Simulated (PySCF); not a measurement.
A structure optimised at B3LYP-D3(BJ)/def2-SVP, used in a PySCF frequency run:

```
Si
H 1 1.4874
H 1 1.4931 2 110.33
H 1 1.4931 2 110.33 3 -120.66
Bi 1 2.7179 2 106.73 3 119.67
F 5 2.0506 1 89.70 2 -48.54
F 5 2.0506 6 97.07 1 -89.67
```

Write its SMILES, formula and point group.

[F][Bi]([F])[SiH3], BiF2H3Si, Cs

What are its rotational constants (standard atomic weights)?

3.2694, 1.8368, 1.6518 GHz
